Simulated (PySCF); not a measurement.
## Atomic charges by several schemes

C7H4F3N.
Cartesian coordinates in Å at the GFN2-xTB level; atoms count from 1:
```xyz
15
C7H4F3N angstrom
C     -0.3236   -1.5273   -0.3155
C      0.0698   -0.1143   -0.0279
C      1.4567    0.1412   -0.0329
C      2.6561    0.3132   -0.0323
C      4.0007    0.5231   -0.0265
N      5.1365    0.6971   -0.0188
C     -0.7735    0.8987    0.2129
C     -2.2589    0.7464    0.2451
F     -2.8667    1.9211    0.4452
F     -2.6852   -0.0760    1.2260
F     -2.7646    0.2438   -0.8983
H     -0.1857   -1.7289   -1.3782
H      0.3161   -2.2126    0.2378
H     -1.3605   -1.7186   -0.0584
H     -0.4216    1.9011    0.3999
```

Density: PBE0/pcSseg-1 (PySCF); schemes: Mulliken, IAO, Hirshfeld and ESP-fitted. Isolated species at its GFN2-xTB geometry, gas phase.

Question: Atoms with like bonding are taken together and averaged. For which atoms does the sign change between the 4 schemes (beyond +0.03 e in one, beyond −0.03 e in another)?

Answer: C2, C3 and C5.

Question: Do the Mulliken, IAO, Hirshfeld and ESP-fitted schemes agree on where the charge is lowest?

Answer: The schemes don't all agree: Mulliken C2 (-0.420); IAO C1 (-0.428); Hirshfeld N6 (-0.176); ESP-fitted C1 (-0.509).

Question: Which atoms carry the highest charge in the Mulliken, IAO, Hirshfeld and ESP-fitted schemes?

Answer: All schemes agree: Mulliken C8 (+0.835); IAO C8 (+0.801); Hirshfeld C8 (+0.263); ESP-fitted C8 (+0.701).

Question: What partial charge does each atom carry?

Answer: In e; atoms taken as equivalent share a row and are averaged (×n: the atom named and its like, n in all):

```csv
atom,environment,Mulliken,IAO,Hirshfeld,ESP-fitted
C1,allylic carbon,-0.126,-0.428,-0.109,-0.509
C2,fully substituted alkene carbon,-0.420,+0.038,+0.038,+0.334
C3,alkyne carbon,+0.348,+0.041,+0.021,-0.041
C4,alkyne carbon,+0.021,-0.070,-0.018,-0.218
C5,nitrile carbon,-0.086,+0.144,+0.088,+0.507
N6,nitrile nitrogen,-0.210,-0.195,-0.176,-0.433
C7,alkene CH carbon,-0.141,-0.196,-0.062,-0.461
C8,CF3 carbon,+0.835,+0.801,+0.263,+0.701
F9/F10/F11,fluorine of a CF3 group,-0.268,-0.279,-0.091,-0.210
H12/H13/H14,methyl hydrogen,+0.150,+0.171,+0.055,+0.175
H15,vinylic hydrogen,+0.134,+0.188,+0.063,+0.227
```

Mean size of the charges over all atoms: ESP-fitted 0.306 e, Mulliken 0.238 e, IAO 0.230 e, Hirshfeld 0.085 e. Each set sums to the total charge, 0, to within 0.001 e. The Hirshfeld scheme divides the density at each point in proportion to the densities of the neutral, spherically averaged free atoms.

Question: How closely do the schemes follow one another over all atoms?

Answer: Correlation coefficient and root-mean-square difference: IAO with Hirshfeld 0.95, 0.196 e; Hirshfeld with ESP-fitted 0.92, 0.258 e; IAO with ESP-fitted 0.88, 0.165 e; Mulliken with IAO 0.83, 0.176 e; Mulliken with Hirshfeld 0.77, 0.233 e; Mulliken with ESP-fitted 0.55, 0.313 e.

Question: Sum the charges by element, for elements with more than one atom.

Answer: 
```tsv
element	atoms	Mulliken	IAO	Hirshfeld	ESP-fitted
C	7	+0.432	+0.330	+0.221	+0.313
F	3	-0.805	-0.838	-0.272	-0.630
H	4	+0.583	+0.702	+0.227	+0.751
```
